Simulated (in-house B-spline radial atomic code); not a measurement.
Radial electron density of As3+, [Ar] 3d10 4s2. Computed with an all-electron radial atomic-structure program (B-spline basis): non-relativistic TPSSh, spin-polarised, spherical fractional occupations, exact exchange averaged over the configuration, point nucleus.

Columns: r (bohr), 4πr²n(r) (electrons per bohr), bar.

```
 0.00197    1.059 #
  0.0024    1.528 #
 0.00292    2.185 ##
 0.00355    3.099 ###
 0.00432    4.361 ####
 0.00526    6.077 ######
  0.0064    8.346 ########
 0.00779    11.28 ##########
 0.00948    14.95 ##############
  0.0115    19.27 ##################
   0.014    24.25 #######################
  0.0171    29.56 ###########################
  0.0208    34.42 ################################
  0.0253    38.18 ###################################
  0.0308     40.1 #####################################
  0.0375     39.7 #####################################
  0.0456    37.34 ###################################
  0.0556    34.27 ################################
  0.0676    32.68 ##############################
  0.0823    34.32 ################################
     0.1    39.23 ####################################
   0.122    45.03 ##########################################
   0.148    47.34 ############################################
   0.181    43.35 ########################################
    0.22    34.75 ################################
   0.267     26.9 #########################
   0.326    24.64 #######################
   0.396    27.75 ##########################
   0.482    30.75 #############################
   0.587    28.59 ###########################
   0.714    21.48 ####################
   0.869    13.23 ############
    1.06     7.06 #######
    1.29    3.818 ####
    1.57     2.33 ##
    1.91    1.445 #
    2.32   0.7437 #
    2.82   0.2781 
    3.44  0.06766 
    4.18  0.01018 
    5.09 0.0008045 
     6.2 3.054e-05
```

On this grid the curve has 3 maxima, near 0.0308, 0.148, 0.482 bohr.

The 3d up radial function P(r) = rR(r), positive near the nucleus:

| r (bohr) | P |
| --- | --- |
| 0.014 | 0.001218 |
| 0.0208 | 0.003717 |
| 0.0308 | 0.01088 |
| 0.0456 | 0.03036 |
| 0.0676 | 0.07963 |
| 0.1 | 0.19 |
| 0.148 | 0.4012 |
| 0.22 | 0.725 |
| 0.326 | 1.063 |
| 0.482 | 1.213 |
| 0.714 | 1.034 |
| 1.06 | 0.6406 |
| 1.57 | 0.2693 |
| 2.32 | 0.06628 |
| 3.44 | 0.006954 |
